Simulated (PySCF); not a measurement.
Rb(I) cation (IRb), SMILES [Rb][I] (connectivity only; charge and spin as stated), charge +1, multiplicity 2.

Geometry: B3LYP-D3(BJ)/def2-TZVPD. The multiplicity is an assumed one; other spin states were not compared. The def2 effective core potentials stand for the cores of I, Rb; spin–orbit coupling is left out.

All values below come from C-PCM-ωB97X/def2-TZVPD (PySCF).

The values are the electrostatic part of the solvation free energy, E(continuum) − E(gas) at the gas-phase geometry, in a cavity of scaled van der Waals radii (PySCF's table); cavitation and dispersion terms are not included. A continuum can't describe solvent molecules that bind to the metal.

| solvent | ε | ΔG(elec) (kcal/mol) |
|---|---|---|
| water | 78.36 | -44.0 |
| ethanol | 24.85 | -42.8 |
| dichloromethane | 8.93 | … |

Problem. Complete the blanks. (The exact figures need the calculation; the answer reports its results.)

Solution. 
- dichloromethane, ΔG(elec) (kcal/mol): -39.6
